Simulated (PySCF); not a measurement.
**A ladder of Hamiltonians for Sb³⁹⁺ (antimony, charge +39)**

Occupied: 1s1/2, 2s1/2, 2p1/2, 2p3/2, 3s1/2. Hartree-Fock calculated with PySCF 2.14 in an uncontracted even-tempered set (20 s from 3.6 bohr⁻², ratio 2.3; 15 p from 4.3 bohr⁻², ratio 2.3), Gaussian nucleus throughout. NR is non-relativistic, sf-X2C the spin-free one-electron X2C Hamiltonian, X2C adds the bare one-electron spin-orbit term, X2C-SNSO screens it by Boettger's factors, DC is four-component Dirac-Coulomb, and the Gaunt term is added at first order (total energies over the DC spinors, levels after relaxing the spinors in that mean field). QED terms are absent. Levels marked empty are virtual spinors of this ion; the basis has s and p functions only, so 3d, which can lie below the n = 4 levels, is absent.

```
Hamiltonian  E (hartree)  E − E(DC) (hartree)  CPU seconds
         NR   -4973.4010             158.0093         0.52
     sf-X2C   -5128.5243               2.8860         0.29
        X2C   -5130.0292               1.3811         0.37
   X2C-SNSO   -5129.9097               1.5006         0.38
         DC   -5131.4103               0.0000           25
   DC+Gaunt   -5127.0385               4.3718           45
```

Problem. Give the 2p spin-orbit interval with each Hamiltonian that has one.

Solution. X2C 274.3; X2C-SNSO 263.1; DC 262.1; DC+Gaunt 258.5 (eV).

```csv
level (eV),NR,sf-X2C,X2C,X2C-SNSO,DC,DC+Gaunt
1s1/2,-31964.1,-33097.9,-33095.6,-33095.8,-33122.5,-33051.6
2s1/2,-6757.8,-7064.7,-7064.2,-7064.2,-7067.4,-7060.4
2p1/2,-6491.5,-6590.2,-6779.5,-6771.5,-6772.8,-6760.5
2p3/2,-6491.5,-6590.2,-6505.1,-6508.4,-6510.7,-6501.9
3s1/2,-2724.4,-2817.0,-2816.9,-2816.9,-2817.7,-2815.8
3p1/2 (empty),-2572.9,-2610.6,-2657.1,-2655.2,-2655.5,-2652.5
3p3/2 (empty),-2572.9,-2610.6,-2589.5,-2590.3,-2590.8,-2588.7
4s1/2 (empty),-1431.7,-1469.4,-1469.4,-1469.4,-1469.7,-1469.0
```

Weight of the small component: 1s1/2 0.0352, 2s1/2 0.00778, 2p1/2 0.00769, 2p3/2 0.00736, 3s1/2 0.00292, 3p1/2 0.00284, 3p3/2 0.00276, 4s1/2 0.00147.

Koopmans' value for the highest occupied level at DC+Gaunt: 2815.8 eV, against an ionisation energy of 2815 ± 4 eV (theoretical estimate listed by NIST; NIST Atomic Spectra Database, ionization energies); the former lacks relaxation, correlation, QED and recoil.

The whole ladder took 77 s of wall time on 1 thread of Intel(R) Xeon(R) Platinum 8259CL CPU @ 2.50GHz (shared host), launched as `OMP_NUM_THREADS=1 python relrun2.py TASK.json OUT` (a driver that calls PySCF for each Hamiltonian).
